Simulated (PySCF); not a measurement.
**Steps of a relaxation of [Dy(H2CO)]2+**

[Dy(H2CO)]2+ (singlet in the valence; each metal's 4f electrons, 10 of them, lie in its core potential, out of spins and levels). PySCF 2.14.0, RKS PBE0, Dy lcecp-0-SVP with ECP56, O def2-SVP, C def2-SVP, H def2-SVP; non-relativistic Hamiltonian with scalar-relativistic core potentials where named; density fitting; no spin-orbit coupling. Origin of the start: template. Columns: position (Å) and force (eV/Å). Energies are counted from the last step; some of the 7 steps are shown. Forces carry noise of the integration grid, about 0.01 to 0.03 eV/Å.

Run from Python with OMP_NUM_THREADS=2. Where DIIS fails, smearing, a level shift and second-order steps follow.
It took 8.4 s on 2 threads of Arm Neoverse V2, on a shared host, from the converged density of the start.

```xyz
5
step 0  E = 0.242 eV
Dy    0.0000    0.0000   -0.4977     0.00    0.00    1.25
O     0.0000    0.0000    2.1098     0.00    0.00   -1.49
C     0.0000    0.0000    3.3298     0.00    0.00    0.31
H     0.9400    0.0000    3.9098     0.21    0.00   -0.03
H    -0.9400    0.0000    3.9098    -0.21    0.00   -0.03
```

```xyz
5
step 2  E = 0.056 eV
Dy    0.0000    0.0000   -0.1758     0.00    0.00   -1.06
O     0.0000    0.0000    2.0280     0.00    0.00    1.32
C     0.0000    0.0000    3.2647     0.00    0.00   -0.04
H     0.9688    0.0000    3.8223    -0.33    0.00   -0.11
H    -0.9688    0.0000    3.8223     0.33    0.00   -0.11
```

```xyz
5
step 4  E = 0.001 eV
Dy    0.0000    0.0000   -0.2655     0.00    0.00    0.09
O     0.0000    0.0000    2.0525     0.00    0.00   -0.01
C     0.0000    0.0000    3.2835     0.00    0.00   -0.07
H     0.9550    0.0000    3.8455    -0.01    0.00    0.00
H    -0.9550    0.0000    3.8455     0.01    0.00    0.00
```

Problem. Where does the relaxation end?

Solution. It converges at step 6 in C2v:
```xyz
5
step 6  E = 0
Dy    0.0000    0.0000   -0.2562
O     0.0000    0.0000    2.0507
C     0.0000    0.0000    3.2809
H     0.9546    0.0000    3.8431
H    -0.9546    0.0000    3.8431
```

Problem. How did the contacts change?

Solution. 
```json
{"contact": "Dy1–O2 (H2CO)", "start (Å)": "2.607", "end (Å)": "2.307"}
```


An lcecp potential fixes the number of 4f electrons, so in runs with it no electron can move into or out of that shell; real Dy(II) is rare or takes another configuration.
